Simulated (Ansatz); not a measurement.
CH6SSeSi, SMILES CS[Se][SiH3].

Geometry optimised at B3LYP-D3(BJ)/def2-SVP. The structure was generated by enumeration, and PubChem lists no compound with its InChIKey, so it may never have been made. One conformer was computed; it need not be the lowest.

Two levels are set side by side: PBE/def2-SVPD (Ansatz, a program for electronic structure) and CAM-B3LYP/def2-SVPD (Ansatz). Energy differences of separate SCF runs at the same geometry; the states with an electron removed or added have multiplicity 2 and 2. Differences are taken from unrounded values.

```csv
quantity,CAM-B3LYP,PBE,PBE minus CAM-B3LYP
vertical ionisation energy (eV),8.90,8.59,-0.32
vertical singlet–triplet gap (eV),3.27,3.03,-0.24
```
